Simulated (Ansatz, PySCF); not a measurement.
Species: difluorosilane, sum formula SiH2F2, net charge 0, singlet state. SMILES: F[SiH2]F
Geometry: optimised at B3LYP-D3(BJ)/def2-TZVP (Ansatz, an electronic-structure program).

Wanted: atomisation energy (electronic, to ground-state atoms), in kcal/mol. Cores are frozen in the correlated levels unless marked. UHF or UKS for open shells. Spin-orbit coupling is left out. Non-relativistic. The coupled-cluster limit lacks core correlation, which all-electron functionals hold. CBS marks a two-point X^-3 extrapolation of the correlation energy; Hartree-Fock from the larger set. The bracket is a focal-point correction in the basis named.

| level | program | atomisation energy (kcal/mol) | minus last row |
|---|---|---|---|
| HF/STO-3G | Ansatz | 311.7 | -136.2 |
| BLYP-D3(BJ)/def2-TZVPD | Ansatz + dftd3 | 438.6 | -9.3 |
| BLYP/def2-TZVPD | Ansatz | 435.8 | -12.1 |
| revPBE/def2-TZVPD | Ansatz | 424.0 | -23.9 |
| TPSS/def2-TZVPD | PySCF | 443.3 | -4.6 |
| M06-L-D4/def2-TZVPD | PySCF + dftd4 | 440.8 | -7.1 |
| B3LYP/def2-TZVPD | Ansatz | 436.7 | -11.2 |
| PBE0/STO-3G | Ansatz | 435.2 | -12.7 |
| TPSSh/def2-TZVPD | PySCF | 440.1 | -7.8 |
| r2SCAN0-D4/def2-TZVPD | Ansatz + dftd4 | 432.2 | -15.7 |
| PW6B95-D3(BJ)/def2-TZVPD | PySCF + dftd3 | 440.1 | -7.8 |
| HSE06-D4/def2-TZVPD | Ansatz + dftd4 | 432.3 | -15.6 |
| CAM-B3LYP/def2-TZVPD | Ansatz | 443.4 | -4.5 |
| B2GP-PLYP/def2-TZVPD | Ansatz | 438.2 | -9.7 |
| MP2/CBS(cc-pV(T+d)Z,cc-pV(Q+d)Z) | Ansatz | 460.3 | 12.4 |
| CCSD/aug-cc-pV(D+d)Z | Ansatz | 409.4 | -38.5 |
| CCSD/aug-cc-pV(T+d)Z | Ansatz | 431.7 | -16.2 |
| CCSD(T)/cc-pwCVTZ | Ansatz | 434.7 | -13.2 |
| CCSD(T) with core electrons (1s frozen past Ne)/cc-pwCVTZ | Ansatz | 434.6 | -13.3 |
| RI-MP2/CBS(cc-pV(T+d)Z,cc-pV(Q+d)Z)+[CCSD(T)-MP2]/cc-pV(D+d)Z | Ansatz | 448.4 | 0.5 |
| CCSD(T)/CBS(cc-pV(T+d)Z,cc-pV(Q+d)Z) | Ansatz | 447.9 | 0.0 |
